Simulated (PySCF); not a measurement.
C2H6Ga, doublet, geometry from GFN2-xTB (such geometries of metal compounds can be far from the true shape) (the spin is typed, not shown lowest). Base run: M062X/STO-3G run with PySCF.

Input for PySCF:
```python
from pyscf import gto, scf, dft

mol = gto.M(
    atom='''
Ga    0.28426959   -0.04626283    0.33754938
C     0.96573546    0.27129310   -1.68607889
H     2.04996237    0.20266690   -1.78764556
H     0.64498740    1.26038281   -2.02047806
H     0.50453663   -0.47852729   -2.33264092
C    -1.85268417   -0.12694858    0.63289206
H    -2.25329988   -0.99864153    0.11072444
H    -2.30010891    0.77074376    0.20052996
H    -2.13674271   -0.18854403    1.68460024
''',
    basis='sto-3g',
    spin=1,
    verbose=4,
)

mf = dft.UKS(mol)
mf.xc = 'm062x'
mf.kernel()
```

Variants of this job, named by their change:

```json
[
 {"change": "base", "ΔE vs base (mEh)": "0.000", "SCF cycles": "43", "<S^2>": "0.751", "outcome": "converged"},
 {"change": "diis_space = 12", "ΔE vs base (mEh)": "0.000", "SCF cycles": "34", "<S^2>": "0.751", "outcome": "converged"},
 {"change": "init_guess = vsap", "ΔE vs base (mEh)": "1.025", "SCF cycles": "43", "<S^2>": "0.751", "outcome": "another SCF solution"},
 {"change": "level_shift = 0.1 (with mf.max_cycle = 100)", "ΔE vs base (mEh)": "-", "SCF cycles": "100", "<S^2>": "-", "outcome": "not converged"},
 {"change": "init_guess = 1e", "ΔE vs base (mEh)": "-", "SCF cycles": "50", "<S^2>": "-", "outcome": "not converged"},
 {"change": "conv_tol = 1e-6", "ΔE vs base (mEh)": "-0.001", "SCF cycles": "22", "<S^2>": "0.752", "outcome": "converged"},
 {"change": "damp = 0.5; diis_start_cycle = 5", "ΔE vs base (mEh)": "-", "SCF cycles": "50", "<S^2>": "-", "outcome": "not converged"},
 {"change": "conv_tol = 1e-4", "ΔE vs base (mEh)": "0.478", "SCF cycles": "12", "<S^2>": "0.751", "outcome": "converged"},
 {"change": "diis_space = 4", "ΔE vs base (mEh)": "-", "SCF cycles": "50", "<S^2>": "-", "outcome": "not converged"},
 {"change": "conv_tol = 1e-11", "ΔE vs base (mEh)": "0.000", "SCF cycles": "47", "<S^2>": "0.751", "outcome": "converged"},
 {"change": "init_guess = mod_huckel", "ΔE vs base (mEh)": "-", "SCF cycles": "50", "<S^2>": "-", "outcome": "not converged"},
 {"change": "conv_tol = 1e-7", "ΔE vs base (mEh)": "-0.010", "SCF cycles": "29", "<S^2>": "0.754", "outcome": "converged"},
 {"change": "conv_tol_grad = 1e-7", "ΔE vs base (mEh)": "-", "SCF cycles": "50", "<S^2>": "-", "outcome": "not converged"}
]
```

A guess, shift, damping, solver or small numerical setting can't move a converged solution much, so rows marked as another SCF solution ended in a different state.

Open shells are given as the SCF converged; they aren't shown to be the lowest states, and a large step between rows can be another state.
